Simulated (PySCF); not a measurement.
Si(H)2(Me)2 cation (C₂H₈Si), SMILES C[SiH2]C (connectivity only; charge and spin as stated), charge +1, multiplicity 2. Atoms are numbered in the order given.

```xyz
11

Si     0.0000     0.0000    -0.4670
C      1.6963     0.0000     0.4350
C     -1.6963     0.0000     0.4350
H      0.0000    -1.3420    -1.1565
H      0.0000     1.3420    -1.1565
H      1.6782     0.9297     1.0310
H      2.5587     0.0000    -0.2469
H      1.6782    -0.9297     1.0310
H     -2.5587     0.0000    -0.2469
H     -1.6782     0.9297     1.0310
H     -1.6782    -0.9297     1.0310
```
Charge +1, spin multiplicity 2.

Geometry optimised at B3LYP-D3(BJ)/def2-SVP. The geometry has at least one imaginary mode, so it is a saddle point at that level. The multiplicity is an assumed one; other spin states were not compared. The isomer is the one that the SMILES or the coordinates give; other isomers of the formula were not compared.

Level of theory: PBE0/pcH-1 (PySCF).

Unrestricted Kohn–Sham, ⟨S²⟩ = 0.757. Hyperfine tensors hold the contact and dipolar terms, without spin-orbit corrections.

Computed hyperfine couplings:
| nucleus | A(iso) (MHz) | A(iso) (G) | dipolar principal values (MHz) |
|---|---|---|---|
| 29Si no. 1 | 96.7 | 34.5 | -97.1, 47.9, 49.3 |
| 13C no. 2 | 19.9 | 7.1 | -24.3, -23.1, 47.4 |
| 13C no. 3 | 19.9 | 7.1 | -24.3, -23.1, 47.4 |
| 1H no. 4 | 301.5 | 107.6 | -6.5, -6.0, 12.5 |
| 1H no. 5 | 301.5 | 107.6 | -6.5, -6.0, 12.5 |
| 1H no. 6 | 48.4 | 17.3 | -11.5, -3.0, 14.5 |
| 1H no. 7 | -16.2 | -5.8 | -10.8, -4.4, 15.2 |
| 1H no. 8 | 48.4 | 17.3 | -11.5, -3.0, 14.5 |
| 1H no. 9 | -16.2 | -5.8 | -10.8, -4.4, 15.2 |
| 1H no. 10 | 48.4 | 17.3 | -11.5, -3.0, 14.5 |
| 1H no. 11 | 48.4 | 17.3 | -11.5, -3.0, 14.5 |

### Question
And the g tensor (effective nuclear charges for spin-orbit coupling, GIAO)? (The exact figures need the calculation; the answer reports its results.)

### Answer
principal values 2.0023, 2.0102, 2.0216; isotropic 2.0114.
